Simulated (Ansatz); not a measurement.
H9NOSi3 (`O[SiH2]N[SiH2][SiH3]`) from Hartree–Fock to CCSD(T)

Cartesian coordinates in Å:
```
O 1.3058 2.5177 0.3144
Si 1.5273 0.8959 0.4711
N 1.0544 -0.0316 -0.8945
Si -0.3567 -1.0127 -1.1133
Si -1.7910 -0.8612 0.7327
H 0.4102 2.8344 0.1868
H 0.7252 0.3602 1.6027
H 2.9826 0.7703 0.7056
H 1.6574 0.0424 -1.7038
H -1.1117 -0.5740 -2.3237
H -0.0012 -2.4433 -1.3409
H -2.0963 0.5606 1.0550
H -1.2406 -1.5206 1.9452
H -3.0654 -1.5379 0.3629
```

The species carries charge 0 and has multiplicity 1. All single points use the PBE0-D4/def2-TZVP geometry. It is one conformer, not always the lowest. Frozen core, restricted reference, Ansatz. CBS rows extrapolate triple and quadruple zeta; past MP2 they add the triple-zeta difference.

| basis | HF (Eh) | MP2 corr. |
| --- | --- | --- |
| def2-TZVPP | -1001.54670 | -0.83061 |
| def2-QZVPP | -1001.58102 | -0.89389 |

Q: Estimate the CCSD correlation energy and the (T) correction in each basis where they were run (hartree).

A: 
```csv
basis,CCSD corr.,(T)
def2-TZVPP,-0.89438,-0.03197
CBS(def2),-1.00452,as TZ
```
